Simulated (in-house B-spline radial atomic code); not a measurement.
RPA and G0W0 for Cu, [Ar] 3d10 4s1, highest spin, as one setting changes: the share of exact exchange in the PBE hybrid start. A dash marks a level of low quasi-particle weight. Computed with a B-spline radial code for spherical atoms: all electrons, scalar-relativistic (spin-free one-electron X2C), finite nucleus, each spin shell either full or empty, empty states to l = 9 with an (l + 1/2)⁻⁴ tail; G0W0 by contour deformation at full frequency.

RPA overbinds a lone outer s electron by self-correlation, and G0W0 tends to as well.

| share of exact exchange in the PBE hybrid start | mean-field level (eV) | G0W0 level (eV) | RPA correlation (Eh) |
| --- | --- | --- | --- |
| 0 | -4.896 | - | -2.277 |
| 0.1 | -5.218 | - | -2.2405 |
| 0.2 | -5.435 | 4s up -8.060 | -2.207 |
| 0.3 | -5.652 | 4s up -8.036 | -2.1755 |
| 0.4 | -5.868 | 4s up -7.981 | -2.1458 |
| 0.5 | -6.084 | 4s up -7.914 | -2.1175 |
| 0.6 | -6.299 | 4s up -7.842 | -2.0905 |
| 0.7 | ? | ? | ? |
| 0.8 | ? | ? | ? |
| 0.9 | -6.937 | 4s up -7.619 | -2.0161 |
| 1 | -7.146 | 4s up -7.545 | -1.9932 |

What belongs in the row for 0.8?

mean-field level (eV): -6.726; G0W0 level (eV): 4s up -7.693; RPA correlation (Eh): -2.0399.

What belongs in the row for 0.7?

mean-field level (eV): -6.513; G0W0 level (eV): 4s up -7.768; RPA correlation (Eh): -2.0647.
